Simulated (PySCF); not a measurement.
# Radial density of Ir(50+) (iridium, charge +50)

M06, [Ar] 3d9, 2D determinant. Calculation: PySCF 2.14, in an even-tempered Gaussian basis (17 s from 11 bohr⁻², ratio 2.5; 13 p from 15 bohr⁻², ratio 2.5; 7 d from 15 bohr⁻², ratio 2.5; 4 f from 62 bohr⁻², ratio 2.7; 3 g from 94 bohr⁻², ratio 2.7); the spin-free X2C one-electron Hamiltonian (Gaussian nucleus).

```csv
r (bohr),4πr²ρ (e/bohr),4πr²(ρα − ρβ)
0.0162,99.54,0.0061
0.0273,95.52,0.0731
0.0459,134.5,0.6168
0.0772,113.6,3.0386
0.130,106.5,6.4358
0.218,71.24,3.4266
0.367,3.912,0.1800
0.618,0.009080,0.0005
```

Densities and radii are taken from the X2C orbitals without a picture-change correction, which distorts them close to the nucleus.

Spin-orbit coupling, absent here, splits the open shell strongly.
